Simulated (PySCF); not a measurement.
Compound: C₂H₇NO₂Si.
Atom-mapped SMILES: `[CH3:1][O:2][SiH2:3][NH:4][CH:5]=[O:6]` (hydrogens: H7, H8, H9 on C1; H10, H11 on Si3; H12 on N4; H13 on C5)

The geometry is computed with GFN2-xTB (gas phase).

(1) Give the optimised bond lengths and angles.

## Answers

(1) 
```tsv
bond	length (Å)	order
C1–O2	1.394	single
O2–Si3	1.622	single
Si3–N4	1.746	single
N4–C5	1.338	single
C5=O6	1.206	double
C1–H7, C1–H8, C1–H9	1.091	single
Si3–H10, Si3–H11	1.460	single
N4–H12	1.007	single
C5–H13	1.106	single
```

Bonds in one row agree within 0.01 Å and their mean is given. Orders are formal, as drawn. A selection of angles:
```tsv
angle	degrees
O2–C1–H7	110.8
O2–C1–H9	108.2
H7–C1–H8	108.4
H7–C1–H9	109.3
C1–O2–Si3	126.7
O2–Si3–N4	97.8
O2–Si3–H10	112.1
N4–Si3–H10	110.5
H10–Si3–H11	112.9
Si3–N4–C5	116.9
Si3–N4–H12	123.5
C5–N4–H12	119.6
N4–C5–O6	122.7
N4–C5–H13	114.9
O6–C5–H13	122.5
```

Dihedral angles: C1–O2–Si3–N4 180° (antiperiplanar); O2–Si3–N4–C5 180° (antiperiplanar); Si3–N4–C5–O6 0° (synperiplanar).

O2 (silyl ether oxygen) is bent (angle 126.7°). The 6 heavy atoms lie in one plane (0.000 Å rms). N4 (amide nitrogen) is planar (angles 123.5°, 119.6° and 116.9°, sum 360.0°, 0.00 Å off the plane of its three neighbours). The C–O distances run from 1.206 Å (C5=O6, drawn double) to 1.394 Å (C1–O2, drawn single), a spread of 0.188 Å. Si3 (oxygen-bound silicon) is distorted tetrahedral (angles from 97.8° to 112.9°).

Point group: Cs (every atom within 0.08 Å of its image). No frequency check. One conformer, not necessarily the lowest.
